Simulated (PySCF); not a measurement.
Below is a simulated gas-phase Cl 2p photoelectron spectrum of BCl2(CN) (`N#CB(Cl)Cl`).

Every computed line was given a Gaussian of 0.5 eV full width at half maximum and an area set by the number of equivalent atoms (split 2:1 within a doublet); the highest printed point is 100. The calculation used delta-SCF UKS SCAN, pcX-2 on the ionised atom, pcseg-1 elsewhere, spin-free X2C (PySCF 2.14.0).

binding energy (eV), intensity and a bar:
```
    206.8          1 
    206.9          3 #
    207.0          8 ##
    207.1         21 ######
    207.2         43 #############
    207.3         72 #####################
    207.4         95 ############################
    207.5        100 ##############################
    207.6         85 #########################
    207.7         58 #################
    207.8         31 #########
    207.9         14 ####
    208.0          5 #
    208.1          1 
    208.2          0 
    208.3          0 
    208.4          0 
    208.5          1 
    208.6          2 #
    208.7          7 ##
    208.8         15 #####
    208.9         28 ########
    209.0         42 #############
    209.1         50 ###############
    209.2         48 ##############
    209.3         36 ###########
    209.4         22 #######
    209.5         11 ###
    209.6          4 #
    209.7          1 
    209.8          0
```

**Question.** How many maxima does the curve show, and how many computed lines lie under it?

**Answer.** The curve has 2 maxima (at 207.5 and 209.1 eV). Under it lie 2 lines from 1 inequivalent chlorine site, drawn as a 2p3/2, 2p1/2 pair.

**Question.** Decompose the envelope and assign each component. Bonds: B1–Cl2, B1–Cl3, B1–C4, C4–N5.

**Answer.** 
| position (eV) | relative area | line | atoms | environment |
| --- | --- | --- | --- | --- |
| 207.48 | 1.33 | Cl 2p3/2 | Cl2/Cl3 | chlorine bonded to B |
| 209.13 | 0.67 | Cl 2p1/2 | Cl2/Cl3 | chlorine bonded to B |

Shake-up satellites, vibrational structure and lifetime widths aren't simulated. The first atom of each set that the bonding makes equivalent was ionised and stands for the set. Spin–orbit coupling isn't in the SCF: each 2p doublet comes from a relaxed spin-free hole plus a matrix of the shell (mean-field spin–orbit coupling and the ground-state 2p splitting), with 2p3/2 averaged over its two sublevels. 2p1/2 minus 2p3/2 (ligand field included): Cl 1.65 eV. Geometry: PBE0-D3(BJ)/def2-SVP; no solvent, vibrations or thermal averaging.
